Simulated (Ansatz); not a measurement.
BiCl₃. Total charge 0; triplet. Geometry r2SCAN-D4/def2-SVP, that of the neutral singlet; atoms count from 1.

Cartesian coordinates in Å:
```
Bi 0.6006 0.5730 0.3077
Cl -0.6513 1.1587 -1.7373
Cl -1.2978 -0.0408 1.7611
Cl 1.3485 -1.6908 -0.3314
```

In the def2 sets Bi takes a core potential; there is no spin–orbit coupling. At PBE0-D4/def2-TZVP a singlet of charge 0 lies 4.51 eV below the triplet at the same geometry.

Problem. Estimate the Mulliken populations from the PBE0/def2-TZVP orbitals of Ansatz.

Solution. 
| atom | charge (e) | spin (α − β) |
| --- | --- | --- |
| Bi1 | 0.76 | 0.88 |
| Cl2 | -0.25 | 0.37 |
| Cl3 | -0.25 | 0.37 |
| Cl4 | -0.25 | 0.37 |
Mulliken values depend strongly on the basis.

Problem. Where does the spin sit?

Solution. Summed by element: Bi 0.88, Cl 1.12, of 2 unpaired in all. Largest on single atoms: Bi1 0.88, Cl3 0.37, Cl4 0.37.

Problem. And the Mayer bond orders between heavy atoms (over 0.3)?

Solution. Bi1–Cl2 0.81 (2.47 Å); Bi1–Cl3 0.80 (2.47 Å); Bi1–Cl4 0.80 (2.47 Å).
